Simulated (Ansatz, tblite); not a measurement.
Removing and adding an electron: Ge(NH2)2H2 (GeN₂H₆). Total charge 0; singlet. Geometry: PBE0-D4/def2-TZVP. Ansatz, gas phase; energy differences of separate SCF runs; the oxidised species was run as a doublet alone; the reduced species was run as a doublet alone.

Cartesian coordinates in Å:
```
Ge -0.677 0.105 0.047
N 0.315 0.976 -1.239
H 0.756 0.378 -1.924
H 1.001 1.628 -0.886
N 0.168 -1.051 1.206
H 0.857 -0.628 1.813
H 0.571 -1.872 0.778
H -1.703 -0.744 -0.715
H -1.287 1.209 0.921
```

The xTB rows come from tblite.

**Question.** Estimate orbital energies and vertical ionisation energies and electron affinities at: GFN1-xTB; GFN2-xTB; PBE-D4/def2-TZVP; PBE-D4/def2-TZVPD; r2SCAN-D4/def2-TZVP; r2SCAN-D4/def2-TZVPD; PBE0-D4/def2-TZVP; PBE0-D4/def2-TZVPD.

**Answer.** 
| level | −HOMO (eV) | vertical IE (eV) | −LUMO (eV) | vertical EA (eV) | HOMO–LUMO gap (eV) | IE − EA (eV) | remarks |
| --- | --- | --- | --- | --- | --- | --- | --- |
| GFN1-xTB | 10.73 | 14.25 | 5.59 | 1.71 | 5.15 | 12.54 | – |
| GFN2-xTB | 10.11 | 13.80 | 2.80 | -0.65 | 7.32 | 14.45 | – |
| PBE-D4/def2-TZVP | 5.44 | 8.76 | 0.23 | – | 5.21 | – | – |
| PBE-D4/def2-TZVPD | 5.55 | – | 0.68 | -0.97 | 4.86 | – | HOMO above zero (-1 doublet) |
| r2SCAN-D4/def2-TZVP | 5.74 | 8.80 | -0.34 | – | 6.08 | – | – |
| r2SCAN-D4/def2-TZVPD | 5.81 | – | 0.08 | -1.13 | 5.74 | – | HOMO above zero (-1 doublet) |
| PBE0-D4/def2-TZVP | 6.87 | 9.01 | -0.58 | – | 7.45 | – | – |
| PBE0-D4/def2-TZVPD | 6.95 | – | -0.01 | -1.12 | 6.96 | – | HOMO above zero (-1 doublet) |

   A HOMO above zero means that the electron is unbound at that level or that self-interaction error raises the level; the energy of removing that electron tells which. Raw xTB energy differences between charge states are shifted by several eV; the methods need an empirical correction for them. A negative affinity means that the extra electron isn't bound; its size then hangs on the basis.
